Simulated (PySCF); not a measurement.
Vertical excitations of a molecule C4H9Cl from TDDFT-PBE/def2-SVPD run with PySCF 2.14.0, as energy in eV (oscillator strength): 6.69 (0.003), 6.82 (0.004), 6.99 (0.004), 7.12 (0.029), 7.39 (0.002), 7.47 (0.009), 7.51 (0.006), 7.66 (0.008), 7.76 (0.009), 7.78 (0.017). Lowest triplet (TDA): 6.12 eV. The structure is a stationary point at PBE-D3(BJ)/def2-SVP. The values are those of a single conformer.

Pick the molecule that these values belong to.
A. CC(C)(C)Cl
B. CCCCCl
C. CC[C@H](C)Cl
D. CC(C)CCl

B, CCCCCl
